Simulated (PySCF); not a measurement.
**Structure from NMR data**

Molecular formula: C4H9FOSi2. Simulated spectra:

1H NMR (400 MHz, computed): δ 5.51 (m, 1H), 5.29 (d, 1H), 4.95 (d, 1H), 4.40 (m, 1H), 4.23 (m, 1H), 1.21 (br s, 1H), 0.20 (m, 3H).

13C{1H} NMR (computed): δ 110.4 (C), 102.5 (C), 80.5 (CH), -8.6 (CH3).

Computational details: GFN2-xTB geometry, PBE0/pcSseg-1 with gauge-including orbitals, in PySCF (fast rotation and ring inversion assumed for equivalent nuclei, a single conformation, non-relativistic Hamiltonian, gas phase).

δ = σ(ref) − σ, references computed at the same level: TMS for 1H (σ = 31.72 ppm), 13C (σ = 186.93 ppm).

Deduce the structure.

Results:


Rings plus π bonds: 2 (no ring in the answer). 4 carbon signals for 4 carbons: no two carbons are equivalent. Carbon types of the structure: 2 × C, 1 × CH, 1 × CH3, leaving 5 H on heteroatoms. δC 110.4, 102.5: alkyne carbon. δC 80.5: propargylic sp3 CH bonded to F and Si; pulled downfield by the heteroatom. δC -8.6: methyl carbon bonded to Si; an electropositive neighbour leaves it electron-rich and shielded. δH 5.51: hydrogen on a propargylic sp3 CH bonded to F and Si; its carbon carries F, an electronegative neighbour. δH 4.40, 4.23: hydrogen on a silicon bonded to 2 C. δH 1.21: hydrogen on an oxygen bonded to Si; exchangeable, gas-phase position. δH 0.20: hydrogen on a methyl carbon bonded to Si; an electropositive neighbour shields it, as in TMS itself.

These data were computed for SMILES C(#C[C@H]([SiH2]C)F)[SiH2]O.

This is the structure that produced the data.

The OH or NH signal is concentration- and solvent-dependent in practice; the value given is the gas-phase one. Splittings by 19F in the carbon and heteronuclear signals aren't shown, as no couplings were computed. Shifts are as computed. Against solution values, carbons near 30 ppm lie about +3 ppm off and those near 130 ppm about +5 ppm. Of 1309 compounds with measured shifts, 239 miss one by over three times the rms of a fit or turn the order of signals round; such compounds aren't used in these exercises. Multiplicities follow the n + 1 count of equivalent neighbours, as no J values were calculated; m marks all less simple cases, F and P coupling included.
